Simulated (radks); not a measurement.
The numbers below are computed, except where a source is named.
Charge is removed step by step from the 1s down level of Ta16+, starting from 1s(up 1, down 1) 2s2 2p6 3s2 3p6 3d10 4s2 4p6 4d10 4f11. Level of theory: scalar-relativistic Kohn-Sham, PBEsol, spin-polarised, spherical densities, finite nucleus; open shells are filled with parallel spins first (spin-orbit coupling, left out, can overturn this in heavy ions); Fermi nuclear charge, rms radius 5.3507 fm (a radial shooting solver on a logarithmic mesh with Libxc functionals).

| removed (e) | E - E(0) (eV) | eigenvalue (eV) | E minus straight line (eV) |
|---|---|---|---|
| 0 | 0.000 | -67686 | 0.000 |
| 0.125 | 8460.9 | -67811 | -51.739 |
| 0.25 | 16937.3 | -67935 | -87.880 |
| 0.375 | 25429 | -68056 | -108.692 |
| 0.5 | 33936 | -68173 | -114.510 |
| 0.625 | 42457 | -68287 | -105.773 |
| 0.75 | 50992 | -68394 | -83.083 |
| 0.875 | 59541 | -68491 | -47.328 |
| 1 | 68101 | -68568 | 0.000 |

Removing the whole electron costs 68101 eV by Delta-SCF, against 67686 eV from minus the eigenvalue at the starting occupation. Slater's transition state (half an electron removed) gives 68173 eV. Integrating minus the eigenvalue over the occupation (Janak's theorem) gives 68160 eV. In this scalar-relativistic scheme the density is built from large components alone, so the theorem holds only approximately. The mean slope of the eigenvalue, de/dn, is 882 eV per electron.
